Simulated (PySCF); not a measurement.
# KNa: everyday levels beside a composite calculation

PySCF; the state is a singlet (closed shell). The composite is CCSD(T) extrapolated to the basis-set limit from two correlation-consistent sets, with core-valence (CV) and scalar-relativistic (SR) terms as its label shows; it has no spin–orbit coupling and nothing beyond (T). Here it is CCSD(T)/CBS(DT). It gives Re = 3.489 Å, ωe = 123 cm⁻¹ and De = 0.65 eV to K + Na.

```json
{"level": "RHF-MP2", "basis": "6-31G(d,p)", "relativity": "no relativity", "Re (Å)": "3.593", "ωe (cm⁻¹)": "118", "De (eV)": "0.39"}
{"level": "RHF-SCS-MP2", "basis": "pcseg-2", "relativity": "no relativity", "Re (Å)": "3.513", "ωe (cm⁻¹)": "123", "De (eV)": "0.49"}
{"level": "RHF-CCSD(T)", "basis": "def2-SVPD", "relativity": "no relativity", "Re (Å)": "3.649", "ωe (cm⁻¹)": "116", "De (eV)": "0.62"}
{"level": "PBE", "basis": "def2-SVPD", "relativity": "no relativity", "Re (Å)": "3.556", "ωe (cm⁻¹)": "120", "De (eV)": "0.70"}
{"level": "r²SCAN", "basis": "6-31G(d,p)", "relativity": "no relativity", "Re (Å)": "3.591", "ωe (cm⁻¹)": "120", "De (eV)": "0.51"}
{"level": "B3LYP", "basis": "6-31G(d,p)", "relativity": "no relativity", "Re (Å)": "3.493", "ωe (cm⁻¹)": "122", "De (eV)": "0.64"}
{"level": "PBE0", "basis": "6-31G(d,p)", "relativity": "no relativity", "Re (Å)": "3.539", "ωe (cm⁻¹)": "123", "De (eV)": "0.61"}
{"level": "PBE0", "basis": "pcseg-2", "relativity": "no relativity", "Re (Å)": "3.545", "ωe (cm⁻¹)": "124", "De (eV)": "0.61"}
{"level": "r²SCAN0", "basis": "6-31G(d,p)", "relativity": "no relativity", "Re (Å)": "3.565", "ωe (cm⁻¹)": "124", "De (eV)": "0.52"}
{"level": "LC-ωPBE", "basis": "6-31G(d,p)", "relativity": "no relativity", "Re (Å)": "3.575", "ωe (cm⁻¹)": "128", "De (eV)": "0.50"}
```

Give the difference of each row from the composite.



```json
{"level": "RHF-MP2", "basis": "6-31G(d,p)", "ΔRe (pm)": "+10.4", "Δωe (%)": "-4.1", "ΔDe (eV)": "-0.26"}
{"level": "RHF-SCS-MP2", "basis": "pcseg-2", "ΔRe (pm)": "+2.4", "Δωe (%)": "+0.0", "ΔDe (eV)": "-0.16"}
{"level": "RHF-CCSD(T)", "basis": "def2-SVPD", "ΔRe (pm)": "+16.0", "Δωe (%)": "-5.7", "ΔDe (eV)": "-0.03"}
{"level": "PBE", "basis": "def2-SVPD", "ΔRe (pm)": "+6.7", "Δωe (%)": "-2.4", "ΔDe (eV)": "+0.05"}
{"level": "r²SCAN", "basis": "6-31G(d,p)", "ΔRe (pm)": "+10.2", "Δωe (%)": "-2.4", "ΔDe (eV)": "-0.14"}
{"level": "B3LYP", "basis": "6-31G(d,p)", "ΔRe (pm)": "+0.4", "Δωe (%)": "-0.8", "ΔDe (eV)": "-0.01"}
{"level": "PBE0", "basis": "6-31G(d,p)", "ΔRe (pm)": "+5.0", "Δωe (%)": "+0.0", "ΔDe (eV)": "-0.04"}
{"level": "PBE0", "basis": "pcseg-2", "ΔRe (pm)": "+5.6", "Δωe (%)": "+0.8", "ΔDe (eV)": "-0.04"}
{"level": "r²SCAN0", "basis": "6-31G(d,p)", "ΔRe (pm)": "+7.6", "Δωe (%)": "+0.8", "ΔDe (eV)": "-0.13"}
{"level": "LC-ωPBE", "basis": "6-31G(d,p)", "ΔRe (pm)": "+8.6", "Δωe (%)": "+4.1", "ΔDe (eV)": "-0.15"}
```

Which rows come closest in De?

B3LYP in 6-31G(d,p) (-0.01 eV), counted from the composite.

Correlated steps freeze 6 core orbitals. Closed-shell solutions of metal pairs were not tested for spin polarisation, which can lower them a little. Correlated levels converge slowly with the basis: in double zeta they bind strong bonds too weakly, by up to about 1 eV, and carry superposition errors of some tenths. Where the molecule has an RHF reference, its open-shell atoms are computed with UHF.
